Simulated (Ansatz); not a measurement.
Ansatz (a first-principles code) input (RPA@PBE/cc-pV(T+d)Z):
A basis named .json is the Basis Set Exchange file of that set.

Ansatz 0.2 input:
```yaml
crystal:
  periodic: [false, false, false]
  atoms:
    - {symbol: C, position_ang: [-1.18178989, 1.67468157, -0.87384366]}
    - {symbol: C, position_ang: [-1.32386261, 0.32736069, -0.25854039]}
    - {symbol: C, position_ang: [-1.81140254, -0.81098094, -1.08651147]}
    - {symbol: Si, position_ang: [0.69504435, -0.19761183, 0.39981210]}
    - {symbol: O, position_ang: [1.51743326, -0.20217800, -0.96969900]}
    - {symbol: O, position_ang: [1.05275699, 1.08345634, 1.28031932]}
    - {symbol: O, position_ang: [0.43571666, -1.53802796, 1.23466027]}
    - {symbol: H, position_ang: [-0.71925374, 1.64189043, -1.85965189]}
    - {symbol: H, position_ang: [-0.66578142, 2.38989270, -0.23627153]}
    - {symbol: H, position_ang: [-2.20605498, 2.06253349, -1.01292458]}
    - {symbol: H, position_ang: [-1.65362703, 0.31556598, 0.78585797]}
    - {symbol: H, position_ang: [-2.88680519, -0.64140964, -1.25977748]}
    - {symbol: H, position_ang: [-1.34468654, -0.84706971, -2.07116991]}
    - {symbol: H, position_ang: [-1.73432601, -1.77470617, -0.58555632]}
    - {symbol: H, position_ang: [1.50689473, -0.89263032, -1.63916655]}
    - {symbol: H, position_ang: [1.13066038, 1.05180467, 2.24053779]}
    - {symbol: H, position_ang: [0.69743418, -2.43167666, 0.99188167]}
basis:
  gaussian:
    orbitals: cc-pV_T+d_Z.json
hamiltonian:
  xc: pbe
total_charge: 1
magnetization: {spin_polarized: true, initial_magnetization: 1}
correlation: {method: rpa, electrons: outside_noble_gas}
```

Output:

```
Functional definition: PBE
integrals: 1.44 GiB planned
2069 factors; integrals over basis functions are off by at most 1.1e-3 eV
0.45 GiB of the device are held for the grids
2.46 GiB of device memory are held for the factors and their scratch space
mean field: 2.93 GiB planned
mean field evaluation 1: about -17242.1398 eV, gradient 1.0e2 eV
mean field evaluation 2: about -17242.1182 eV, gradient 1.0e2 eV
mean field evaluation 4: about -17275.1127 eV, gradient 2.6e1 eV
mean field evaluation 8: about -17277.7586 eV, gradient 5.5e-1 eV
mean field evaluation 16: about -17277.7539 eV, gradient 3.3e-3 eV
mean field evaluation 32: about -17226.4886 eV, gradient 9.4e1 eV
mean field -17277.75390741 eV, -634.9457448150 hartree, gradient 1.4e-6 eV, S^2 0.751839; 2 other end points of the search recorded, 0 dependent functions left out
11 core orbitals not correlated
reference -17221.97067281 eV, -632.8957487547 hartree; 22, 21 occupied and 326, 327 virtual orbitals, 2069 factors
Total energy: -17280.56962566 eV, -635.0492205523 hartree
```
